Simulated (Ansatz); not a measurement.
Gas-phase reaction in SMILES: CO[Si](F)(OC)OC + 3 O (H2O) + 3 [SiH4] (SiH4) -> 3 CO (CH4O) [methanol] + F[SiH3] + 3 O[SiH3] [hydroxysilane]
Structures are relaxed separately at B3LYP-D3(BJ)/def2-TZVP in Ansatz (a first-principles code), one conformer each, not searched for the lowest.
Geometry of the first species:
SMILES: F[Si](OC)(OC)OC
```xyz
17

Si    -0.0419    -0.0184     0.3159
F     -0.7023     0.4890     1.6745
O     -0.5309     0.9593    -0.8879
C     -0.4303     2.3781    -0.8778
O      1.5531     0.0137     0.5859
C      2.5334    -0.4779    -0.3197
O     -0.5042    -1.5238    -0.0482
C     -1.7821    -1.9154    -0.5356
H      0.6087     2.6975    -0.7624
H     -1.0244     2.8057    -0.0669
H     -0.8101     2.7475    -1.8296
H      2.4728     0.0354    -1.2832
H      2.4091    -1.5508    -0.4805
H      3.5133    -0.2931     0.1182
H     -1.7081    -2.9485    -0.8727
H     -2.5316    -1.8543     0.2568
H     -2.0914    -1.2855    -1.3721
```
Charge 0, spin multiplicity 1.

Property: bond separation energy (electronic energy difference), in kcal/mol. Correlated levels leave the core frozen unless marked. No spin-orbit coupling. No relativistic terms. Basis-set limits of correlation are two-point, X^-3; Hartree-Fock from the larger set. The bracket is a focal-point correction in the basis named.

| level | program | bond separation energy (kcal/mol) | minus last row |
|---|---|---|---|
| HF/cc-pV(Q+d)Z | Ansatz | 21.5 | -5.6 |
| PBE0/def2-TZVPD | Ansatz | 23.8 | -3.3 |
| B2PLYP/def2-TZVPD | Ansatz | 23.9 | -3.2 |
| MP2/cc-pwCVTZ | Ansatz | 25.4 | -1.7 |
| RI-MP2/CBS(aug-cc-pV(T+d)Z,aug-cc-pV(Q+d)Z) | Ansatz | 25.5 | -1.6 |
| CCSD/STO-3G | Ansatz | 20.3 | -6.8 |
| RI-MP2/CBS(aug-cc-pV(T+d)Z,aug-cc-pV(Q+d)Z)+[CCSD(T)-MP2]/aug-cc-pV(T+d)Z | Ansatz | 27.1 | 0.0 |
